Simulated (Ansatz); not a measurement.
Abridged output of a molecular run in Ansatz:

```
Functional definition: HF
1226 factors; integrals over basis functions are off by at most 1.2e-3 eV
mean field evaluation 1: about -8633.8255 eV, gradient 4.1e1 eV
mean field evaluation 2: about -8634.1136 eV, gradient 4.2e1 eV
mean field evaluation 4: about -8638.7282 eV, gradient 4.9e0 eV
mean field evaluation 8: about -8638.8260 eV, gradient 4.1e-1 eV
mean field -8638.82704519 eV, -317.4710383034 hartree, gradient 2.0e-6 eV, S^2 0.000000; 0 other end points of the search recorded, 0 dependent functions left out
4 core orbitals not correlated: weight in the atoms' cores, before any rotation towards them, 1.000 or more for the frozen orbitals, at most 0.000 for the correlated occupied ones
reference -8638.82704519 eV, -317.4710383034 hartree; 21, 21 occupied and 92, 92 virtual orbitals, 1226 factors
second order -25.75960930 eV of doubles, -0.00000000 eV of singles
cycle   1  -25.26861265 eV  change    4.9e-1 eV  update   1.5e-1
cycle   2  -25.99494147 eV  change   -7.3e-1 eV  update   4.9e-2
cycle   3  -26.19758018 eV  change   -2.0e-1 eV  update   2.9e-2
cycle   4  -26.20464351 eV  change   -7.1e-3 eV  update   9.9e-3
cycle   5  -26.19647604 eV  change    8.2e-3 eV  update   4.6e-3
cycle   6  -26.19903364 eV  change   -2.6e-3 eV  update   1.7e-3
cycle   7  -26.19894024 eV  change    9.3e-5 eV  update   6.0e-4
cycle   8  -26.19830410 eV  change    6.4e-4 eV  update   2.5e-4
cycle   9  -26.19823048 eV  change    7.4e-5 eV  update   9.0e-5
cycle  10  -26.19829460 eV  change   -6.4e-5 eV  update   3.6e-5
cycle  11  -26.19822615 eV  change    6.8e-5 eV  update   1.8e-5
cycle  12  -26.19822403 eV  change    2.1e-6 eV  update   7.0e-6
perturbative correction -0.92090633 eV, -0.0338426834 hartree
Total energy: -8665.94617555 eV, -318.4676479620 hartree
```

Its atoms:

```xyz
11

C     3.023   -1.227    0.040
C     1.684   -0.685    0.023
N     0.623   -0.255    0.010
Ag   -1.341    0.543   -0.017
C    -3.255    1.322   -0.043
H     3.055   -2.114    0.674
H     3.324   -1.501   -0.973
H     3.719   -0.483    0.430
H    -3.399    2.014    0.790
H    -3.996    0.523    0.041
H    -3.437    1.863   -0.975
```

(1) Which basis set was used?
A. def2-QZVPP
B. cc-pV(T+d)Z
C. def2-SVP
D. def2-TZVPPD

(2) Write the keys of the input that set method, charge and spin (a neutral closed shell needs none for the last two).

Results:

(1) C. It gives 117 functions.

(2) 
```yaml
correlation: {method: ccsd_t}
```
